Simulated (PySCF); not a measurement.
Predicted microwave data (PySCF, PBE0-D3(BJ)/def2-SVP geometry optimisation, gas phase) for one isomer of C5H6F2:

| Quantity | Value |
| --- | --- |
| Rotational constants | A = 5011, B = 1653, C = 1314 MHz |
| Dipole components | \|μa\| = 0.77 D, \|μb\| = 0.33 D, \|μc\| = 0.09 D |
| Inertial defect | -22.09 u·Å² |
| κ | -0.82 |

Question: Which structure is it? (One computed conformer of each.)
A. `[CH:1]#[C:2][C@H:3]([F:4])[CH2:5][CH2:6][F:7]` with C2–C3–C5–C6 -177°, C3–C5–C6–F7 61°
B. `[CH2:1]=[C:2]([F:3])[CH2:4][C:5](=[CH2:6])[F:7]` with C1–C2–C4–C5 121°, C2–C4–C5–C6 121°
C. `[CH3:1][C@@H:2]([F:3])[C@@H:4]1[CH:5]=[C:6]1[F:7]` with C1–C2–C4–C5 157°
D. `C[C@@]1(F)CC=C1F`
E. `[CH2:1]=[CH:2][C:3](=[CH2:4])[CH:5]([F:6])[F:7]` with C1–C2–C3–C4 -175°, C2–C3–C5–F6 179°
F. `C[C@H]1C=CC1(F)F`

Answer: C. It is C[C@@H](F)[C@@H]1C=C1F, an asymmetric top, point group C1. The candidates at the same level (rigid rotor, commonest isotopes):

| SMILES | A (MHz) | B (MHz) | C (MHz) | μa (D) | μb (D) | μc (D) | Δ (u·Å²) | point group | rotor |
| --- | --- | --- | --- | --- | --- | --- | --- | --- | --- |
| C[C@H]1C=CC1(F)F | 3675 | 2707 | 2162 | 1.89 | 1.31 | 0.04 | -90.44 | C1 | asymmetric top |
| C=CC(=C)C(F)F | 3841 | 2320 | 1556 | 1.37 | 0.99 | 0.90 | -24.51 | C1 | asymmetric top |
| C[C@@]1(F)CC=C1F | 3477 | 2563 | 2098 | 0.26 | 1.37 | 1.56 | -101.60 | C1 | asymmetric top |
| C[C@@H](F)[C@@H]1C=C1F | 5011 | 1653 | 1314 | 0.77 | 0.33 | 0.09 | -22.09 | C1 | asymmetric top |
| C=C(F)CC(=C)F | 4698 | 1767 | 1568 | 0.00 | 0.00 | 1.79 | -71.29 | C2 | asymmetric top |
| C#C[C@H](F)CCF | 5511 | 1416 | 1286 | 0.45 | 1.44 | 1.32 | -55.83 | C1 | near-prolate asymmetric top |

`C=CC(=C)C(F)F` has B 40 % too high; `C#C[C@H](F)CCF` has B 14 % too low; `C=C(F)CC(=C)F` has C 19 % too high; `C[C@H]1C=CC1(F)F` has C 64 % too high; `C[C@@]1(F)CC=C1F` has C 60 % too high. No structure here is proved a minimum.
